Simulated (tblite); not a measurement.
Compound: C9H5O2 (charge -1).
Bonds: O1–C2 (double), C2–C3, C3–C4 (double), C4–C5, C5–C6 (double), C6–C7, C7–O8, C7–C9 (double), C9–C10, C10–C11 (double), C3–C11, C5–C10. Hydrogens: H12 on C2; H13 on C4; H14 on C6; H15 on C9; H16 on C11.

A start from a force field or distance geometry was refined with GFN2-xTB geometry optimisation, gas phase in tblite 0.8.0. Values at the start:

```csv
coordinate,start
O1=C2,1.264 Å
C2–C3,1.444 Å
C2–H12,1.084 Å
C3=C4,1.346 Å
C3–C11,1.463 Å
C4–C5,1.466 Å
C4–H13,1.083 Å
C5=C6,1.338 Å
C5–C10,1.452 Å
C6–C7,1.474 Å
C6–H14,1.073 Å
C7–O8,1.387 Å
C7=C9,1.326 Å
C9–C10,1.449 Å
C10=C11,1.330 Å
O1–C2–C3,121.8°
C2–C3–C4,126.7°
C2–C3–C11,124.8°
C3–C4–C5,105.8°
C4–C5–C10,109.1°
C6–C7–O8,122.0°
C6–C7–C9,110.0°
O8–C7–C9,128.0°
C4–C5–C6–C7,-178°
```

**Question.** How do these coordinates change at the GFN2-xTB level?

**Answer.** 
```json
{"coordinate": "C7=C9", "GFN2-xTB (Å or °)": "1.497", "change": "+0.171"}
{"coordinate": "C7–O8", "GFN2-xTB (Å or °)": "1.243", "change": "-0.144"}
{"coordinate": "C3=C4", "GFN2-xTB (Å or °)": "1.449", "change": "+0.103"}
{"coordinate": "C4–C5", "GFN2-xTB (Å or °)": "1.373", "change": "-0.093"}
{"coordinate": "C9–C10", "GFN2-xTB (Å or °)": "1.360", "change": "-0.089"}
{"coordinate": "C10=C11", "GFN2-xTB (Å or °)": "1.414", "change": "+0.084"}
{"coordinate": "C3–C11", "GFN2-xTB (Å or °)": "1.399", "change": "-0.064"}
{"coordinate": "C5=C6", "GFN2-xTB (Å or °)": "1.398", "change": "+0.060"}
{"coordinate": "C6–C7", "GFN2-xTB (Å or °)": "1.430", "change": "-0.044"}
{"coordinate": "O1=C2", "GFN2-xTB (Å or °)": "1.229", "change": "-0.035"}
{"coordinate": "C2–H12", "GFN2-xTB (Å or °)": "1.116", "change": "+0.032"}
{"coordinate": "C5–C10", "GFN2-xTB (Å or °)": "1.479", "change": "+0.027"}
{"coordinate": "C2–C3", "GFN2-xTB (Å or °)": "1.423", "change": "-0.021"}
{"coordinate": "C4–H13", "GFN2-xTB (Å or °)": "1.077", "change": "-0.006"}
{"coordinate": "C6–H14", "GFN2-xTB (Å or °)": "1.076", "change": "+0.003"}
{"coordinate": "C6–C7–O8", "GFN2-xTB (Å or °)": "128.6", "change": "+6.6"}
{"coordinate": "O1–C2–C3", "GFN2-xTB (Å or °)": "127.6", "change": "+5.8"}
{"coordinate": "O8–C7–C9", "GFN2-xTB (Å or °)": "124.5", "change": "-3.5"}
{"coordinate": "C6–C7–C9", "GFN2-xTB (Å or °)": "106.9", "change": "-3.1"}
{"coordinate": "C2–C3–C4", "GFN2-xTB (Å or °)": "124.2", "change": "-2.5"}
{"coordinate": "C3–C4–C5", "GFN2-xTB (Å or °)": "108.0", "change": "+2.2"}
{"coordinate": "C2–C3–C11", "GFN2-xTB (Å or °)": "126.5", "change": "+1.7"}
{"coordinate": "C4–C5–C10", "GFN2-xTB (Å or °)": "107.6", "change": "-1.5"}
{"coordinate": "C4–C5–C6–C7", "GFN2-xTB (Å or °)": "180", "change": "-2"}
```

The energy falls by 84.5 kJ/mol over 33 L-BFGS steps, the largest force on an atom goes from 7.34 to 0.008 eV/Å, and the atoms move by 0.095 Å rms after alignment. The bond that changes most is C7=C9 (ends: vinylic carbon bearing oxygen; carbon bonded to 2 C and H), which lengthens by 0.171 Å. Bonds longer at the end by more than 0.005 Å: 6 of 17; shorter: 10. Rotational constants go from 4645, 600.1, 531.5 to 4702, 598.2, 530.7 MHz.

Time: 0.32 s of wall time. Hardware: one thread, Arm Neoverse V1 (aarch64), no GPU, shared host.

Its GFN2-xTB frequencies are all real (lowest 76 cm⁻¹).

Shape of the structure used: `[O:1]=[CH:2][C:3]1=[CH:4][C:5]2=[CH:6][C:7]([O-:8])=[CH:9][C:10]2=[CH:11]1`: O1–C2–C3–C4 180°.

One conformer stands for the species.

All values are computed, not measured.
